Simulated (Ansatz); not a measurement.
C₃H₉BO₂, SMILES `CC(C)B(O)O` from Hartree–Fock to CCSD(T)

Z-matrix (Å, degrees):
```
C
C 1 1.530
H 1 1.091 2 111.4
H 1 1.095 2 111.1 3 -119.9
H 1 1.094 2 111.1 3 120.7
C 2 1.525 1 111.2 3 -178.3
B 2 1.582 1 110.8 3 54.2
H 2 1.099 1 107.1 3 -60.5
H 6 1.096 2 111.3 1 -62.5
H 6 1.095 2 112.2 1 176.3
H 6 1.094 2 111.4 1 56.4
O 7 1.369 2 124.1 1 124.2
O 7 1.363 2 118.6 1 -55.7
H 12 0.959 7 112.9 2 -0.2
H 13 0.961 7 112.0 2 179.9
```

The species carries charge 0 and has multiplicity 1. Geometry: relaxed with PBE0-D4/def2-TZVP. It is one conformer, not always the lowest. Frozen core, restricted reference, the Gaussian-basis code of Ansatz. CBS rows extrapolate triple and quadruple zeta; past MP2 they add the triple-zeta difference.

```json
{"basis": "def2-TZVPP", "HF (Eh)": "?", "MP2 corr.": "?", "CCSD corr.": "?", "(T)": "-0.04329", "CCSD(T) total": "?"}
{"basis": "def2-QZVPP", "HF (Eh)": "?", "MP2 corr.": "-1.18586", "CCSD corr.": "–", "(T)": "–", "CCSD(T) total": "–"}
{"basis": "CBS(def2)", "HF (Eh)": "-293.51759", "MP2 corr.": "-1.24405", "CCSD corr.": "-1.28734", "(T)": "as TZ", "CCSD(T) total": "-294.84822"}
```

Problem. Fill in the withheld values. (An estimate is asked.)

Solution. Computed: def2-TZVPP HF (Eh): -293.50173; def2-TZVPP MP2 corr.: -1.10730; def2-TZVPP CCSD corr.: -1.15060; def2-TZVPP CCSD(T) total: -294.69562; def2-QZVPP HF (Eh): -293.51567.
